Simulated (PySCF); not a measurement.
SMILES CB(O[SiH2]OB(O)O)C (C2H10B2O4Si) (GFN2-xTB optimised geometry):

```
19

B      1.369    -2.256     0.000
O      0.617    -3.400     0.000
O      2.728    -2.256     0.000
O      0.743    -1.078     0.000
Si    -0.759    -0.487    -0.018
O     -0.551     1.100     0.088
B     -1.050     2.332     0.058
C     -0.087     3.571     0.321
C     -2.603     2.551    -0.220
H      1.091    -4.232     0.002
H      3.165    -3.107     0.000
H     -1.495    -0.937     1.164
H     -1.397    -0.836    -1.289
H      0.013     4.172    -0.581
H     -0.488     4.232     1.086
H      0.910     3.265     0.625
H     -2.967     1.864    -0.980
H     -3.165     2.331     0.686
H     -2.856     3.564    -0.519
```

Computed with PBE0/def2-SVP (PySCF).

**Question.** What are the frontier orbital energies and the dipole moment?

**Answer.** HOMO-2 -9.23 eV, HOMO-1 -8.60 eV, HOMO -7.68 eV, LUMO 0.66 eV, LUMO+1 0.87 eV; dipole moment 3.13 D.

Meta-Löwdin charges at PBE0/def2-SVP: B1 0.54, O2 -0.51, O3 -0.49, O4 -0.60, Si5 1.10, O6 -0.56, B7 0.36, C8 -0.44, C9 -0.44, H10 0.33, H11 0.32, H12 -0.14, H13 -0.14, H14 0.12, H15 0.11, H16 0.11, H17 0.11, H18 0.12, H19 0.11.
